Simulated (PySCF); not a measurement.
F₂Mn (SMILES [F][Mn][F]), sextet, geometry from GFN2-xTB (such geometries of metal compounds can be far from the true shape); TPSS/6-31G run with PySCF.

PySCF was given this input:
```python
from pyscf import gto, scf, dft

mol = gto.Mole()
mol.atom = '''
    Mn    0.009789    0.000267   -0.001718
    F    -0.241809    1.281989   -1.098969
    F     0.214616   -1.282730    1.103741
'''
mol.basis = '6-31g'
mol.charge = 0
mol.spin = 5
mol.verbose = 4
mol.build()

mf = dft.UKS(mol)
mf.xc = 'tpss'
mf.diis = False
mf.damp = 0.3
mf.diis_start_cycle = 200
mf.max_cycle = 150
mf.kernel()
mf.analyze()
```

Task: Predict the main parts of the log of this PySCF run.

Result: 
```
PySCF version 2.14.0

[INPUT] verbose = 4
[INPUT] num. atoms = 3
[INPUT] num. electrons = 43
[INPUT] charge = 0
[INPUT] spin (= nelec alpha-beta = 2S) = 5
[INPUT] symmetry False subgroup None
[INPUT] Mole.unit = angstrom
[INPUT] Symbol           X                Y                Z      unit          X                Y                Z       unit  Magmom
[...]
nuclear repulsion = 152.156888794619
number of shells = 21
number of NR pGTOs = 134
number of NR cGTOs = 45
basis = 6-31g
ecp = {}

******** <class 'pyscf.dft.uks.UKS'> ********
method = UKS
initial guess = minao
damping factor = 0.3
level_shift factor = 0
DIIS disabled
SCF conv_tol = 1e-09
SCF conv_tol_grad = None
SCF max_cycles = 150
direct_scf = True
direct_scf_tol = 1e-13
number electrons alpha = 24  beta = 19
XC library pyscf.dft.libxc version 7.1.2
    S. Lehtola, C. Steigemann, M. J. T. Oliveira, and M. A. L. Marques,  SoftwareX 7, 1–5 (2018)
XC functionals = tpss
    J. Tao, J. P. Perdew, V. N. Staroverov, and G. E. Scuseria,  Phys. Rev. Lett. 91, 146401 (2003)
    J. P. Perdew, J. Tao, V. N. Staroverov, and G. E. Scuseria,  J. Chem. Phys. 120, 6898 (2004)
    J. Tao, J. P. Perdew, V. N. Staroverov, and G. E. Scuseria,  Phys. Rev. Lett. 91, 146401 (2003)
    J. P. Perdew, J. Tao, V. N. Staroverov, and G. E. Scuseria,  J. Chem. Phys. 120, 6898 (2004)
radial grids:
    Treutler-Ahlrichs [JCP 102, 346 (1995); DOI:10.1063/1.469408] (M4) radial grids

becke partition: Becke, JCP 88, 2547 (1988); DOI:10.1063/1.454033
pruning grids: <function nwchem_prune>
grids dens level: 3
symmetrized grids: False
atomic radii adjust function: <function treutler_atomic_radii_adjust>
small_rho_cutoff = 0
Set gradient conv threshold to 3.16228e-05
tot grids = 49432
init E= -1349.61239153738

cycle= 1 E= -1341.98153503895  delta_E= 7.63  |g|=  2.8  |ddm|= 8.44

cycle= 2 E= -1325.17680611826  delta_E= 16.8  |g|= 6.69  |ddm|= 8.32

cycle= 3 E= -1303.41036981561  delta_E= 21.8  |g|= 8.98  |ddm|= 9.97

cycle= 4 E= -1300.34596054678  delta_E= 3.06  |g|= 7.29  |ddm|= 10.3

cycle= 5 E= -1280.328283514  delta_E=   20  |g|= 8.17  |ddm|= 11.1

cycle= 6 E= -1294.11936918416  delta_E= -13.8  |g|= 7.09  |ddm|= 11.2

cycle= 7 E= -1280.26649609137  delta_E= 13.9  |g|= 8.16  |ddm|= 11.2

cycle= 8 E= -1294.10633994661  delta_E= -13.8  |g|= 7.09  |ddm|= 11.2

cycle= 9 E= -1280.24353120225  delta_E= 13.9  |g|= 8.15  |ddm|= 11.2

cycle= 10 E= -1294.10707875487  delta_E= -13.9  |g|= 7.09  |ddm|= 11.2

[...]
SCF not converged.
Total Energy =                       -1294.106835909517031
[...]
**** MO energy ****
                             alpha | beta                alpha | beta
[...]
To work with the spin densities directly, `use mulliken_meta_spin()` only printing them here.

 ** Mulliken spin pop alpha/beta on meta-lowdin orthogonal AOs **
 ** Mulliken Spin Density (per AO)  **
spin_pop of  0 Mn 1s        0.00000
spin_pop of  0 Mn 2s        0.00000
spin_pop of  0 Mn 3s        0.00005
spin_pop of  0 Mn 4s        0.00487
spin_pop of  0 Mn 5s        0.00190
spin_pop of  0 Mn 2px       0.00000
spin_pop of  0 Mn 2py       0.00000
spin_pop of  0 Mn 2pz       0.00000
spin_pop of  0 Mn 3px       0.01572
spin_pop of  0 Mn 3py       0.00732
spin_pop of  0 Mn 3pz       0.00964
spin_pop of  0 Mn 4px       0.74400
spin_pop of  0 Mn 4py       0.34067
spin_pop of  0 Mn 4pz       0.45157
spin_pop of  0 Mn 5px       0.16194
spin_pop of  0 Mn 5py       0.07402
spin_pop of  0 Mn 5pz       0.09858
spin_pop of  0 Mn 3dxy      0.16967
spin_pop of  0 Mn 3dyz      0.01284
spin_pop of  0 Mn 3dz^2     0.13488
spin_pop of  0 Mn 3dxz      0.15837
spin_pop of  0 Mn 3dx2-y2    0.05138
spin_pop of  0 Mn 4dxy      0.73205
spin_pop of  0 Mn 4dyz      0.05242
spin_pop of  0 Mn 4dz^2     0.57517
spin_pop of  0 Mn 4dxz      0.68536
spin_pop of  0 Mn 4dx2-y2    0.21780
spin_pop of  1 F 1s       -0.00000
spin_pop of  1 F 2s       -0.01444
spin_pop of  1 F 3s        0.00182
spin_pop of  1 F 2px       0.06611
spin_pop of  1 F 2py       0.02792
spin_pop of  1 F 2pz       0.03830
spin_pop of  1 F 3px       0.01373
spin_pop of  1 F 3py       0.00735
spin_pop of  1 F 3pz       0.00910
spin_pop of  2 F 1s       -0.00000
spin_pop of  2 F 2s       -0.01444
spin_pop of  2 F 3s        0.00182
spin_pop of  2 F 2px       0.06625
spin_pop of  2 F 2py       0.02789
spin_pop of  2 F 2pz       0.03819
spin_pop of  2 F 3px       0.01381
spin_pop of  2 F 3py       0.00734
spin_pop of  2 F 3pz       0.00903
 ** Mulliken Spin Density (per atom)  **
spin density of  0 Mn =      4.70024
spin density of  1 F =      0.14988
spin density of  2 F =      0.14988
 ** Mulliken pop alpha/beta on meta-lowdin orthogonal AOs **
 ** Mulliken pop       alpha | beta **
In total            24.00000 | 19.00000
 ** Mulliken atomic charges   ( Nelec_alpha | Nelec_beta ) **
charge of  0Mn =    -10.78395  (    20.24209     15.54186 )
charge of  1F =      5.39197  (     1.87896      1.72907 )
charge of  2F =      5.39198  (     1.87895      1.72907 )
Dipole moment(X, Y, Z, Debye): -2.17359, -0.05852,  0.38242
```

Convergence was not reached.
